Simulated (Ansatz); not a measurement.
Molecule: C$_{2}$H$_{5}$Br$_{3}$Ge, charge 0, multiplicity 1. SMILES: C[CH2][Ge]([Br])([Br])[Br]
Coordinates optimised at B3LYP-D3(BJ)/def2-TZVP (Ansatz, an electronic-structure program):
```
C
H 1 1.0911
H 1 1.0911 2 108.00
C 1 1.5245 2 112.27 3 -124.31
H 4 1.0905 1 111.43 2 -179.43
H 4 1.0905 5 108.05 1 -122.73
H 4 1.0917 5 107.85 6 -116.34
Ge 1 1.9593 2 105.47 3 112.40
Br 8 2.3176 1 110.93 2 -57.08
Br 8 2.3205 1 110.61 2 -177.34
Br 8 2.3205 1 110.61 2 63.17
```
Charge 0, spin multiplicity 1.

Parts of the frozen-core correlation energy in 6-31G* (Ansatz, hartree). Frozen orbitals: 58; correlated occupied orbitals by spin: 19 and 19; virtual: 103 and 103. Spin-orbit coupling is left out. Non-relativistic.

```csv
term,value
reference (HF),-9870.19624
MP2 opposite-spin,___
MP2 same-spin,___
CCSD correlation,-0.74905
(T),___
T1 diagnostic,0.010
largest doubles amplitude,0.023
```

Task: Complete the blanks.

Result: 
- MP2 opposite-spin, value: -0.51131
- MP2 same-spin, value: -0.17974
- (T), value: -0.02188
